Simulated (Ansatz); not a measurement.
C4H12Ge, SMILES `CC(C)[CH2][GeH3]` at its PBE0-D4/def2-TZVP geometry, where that method's forces vanish. Charge 0, multiplicity 1.

```xyz
17

C    -0.6751   -0.5435   -1.3092
C    -0.6711    0.1500    0.0455
C    -1.4509    1.4567   -0.0201
C     0.7469    0.3997    0.5555
Ge    1.8279   -1.2099    0.8584
H    -0.1859   -1.5201   -1.2726
H    -1.6957   -0.6980   -1.6677
H    -0.1485    0.0622   -2.0538
H    -1.1783   -0.5080    0.7633
H    -2.4809    1.2886   -0.3459
H    -0.9851    2.1477   -0.7300
H    -1.4816    1.9511    0.9541
H     0.7126    0.9390    1.5073
H     1.2898    1.0435   -0.1458
H     2.3100   -1.8406   -0.4608
H     3.0680   -0.8571    1.7004
H     0.9979   -2.2612    1.6215
```

What forces (eV/Å) does ωB97M-V/def2-TZVPP give on these atoms in Ansatz? (Best estimate.)

Computed: 
```
C1   0.002 -0.087 -0.165
C2  -0.089 -0.106  0.144
C3  -0.111  0.157 -0.011
C4   0.180  0.054  0.060
Ge5  0.051 -0.076  0.014
H6  -0.031  0.059 -0.001
H7   0.069  0.012  0.025
H8  -0.026 -0.027  0.050
H9   0.037  0.043 -0.050
H10  0.072  0.011  0.021
H11 -0.020 -0.049  0.041
H12  0.006 -0.036 -0.066
H13 -0.006 -0.028 -0.068
H14 -0.048 -0.031  0.036
H15 -0.038  0.049  0.090
H16 -0.095 -0.022 -0.063
H17  0.048  0.077 -0.057
```
